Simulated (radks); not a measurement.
The numbers below are computed, except where a source is named.
Question: Ti, configuration [Ar] 3d2.5 4s1 4p0.5 (fractional occupations, a model configuration). Code: a radial shooting solver on a logarithmic mesh with Libxc functionals. Model: Dirac Kohn-Sham, BLYP, spin-unpolarised, spherical densities, point nucleus; open shells fill j = l - 1/2 first. Some entries of the table are withheld. Estimate them.

| orbital | occ. | eigenvalue (hartree) | <r> (bohr) |
|---|---|---|---|
| 1s1/2 | 2 | -178.9235 | (1) |
| 2s1/2 | 2 | -19.66657 | 0.3249 |
| 2p1/2 | 2 | -16.41147 | (2) |
| 2p3/2 | 4 | -16.19898 | (3) |
| 3s1/2 | 2 | -2.24422 | 1.011 |
| 3p1/2 | 2 | -1.39267 | 1.088 |
| 3p3/2 | 4 | -1.36864 | 1.097 |
| 4s1/2 | 1 | -0.16013 | 3.573 |
| 3d3/2 | 2.5 | -0.12472 | 1.731 |
| 3d5/2 | 0 | -0.12317 | 1.740 |
| 4p1/2 | 0.5 | (4) | (5) |
| 4p3/2 | 0 | (6) | (7) |

Answer: 
(1) 1s1/2 <r> (bohr): 0.06958
(2) 2p1/2 <r> (bohr): 0.2881
(3) 2p3/2 <r> (bohr): 0.2907
(4) 4p1/2 eigenvalue (hartree): -0.05456
(5) 4p1/2 <r> (bohr): 5.088
(6) 4p3/2 eigenvalue (hartree): -0.05366
(7) 4p3/2 <r> (bohr): 5.130
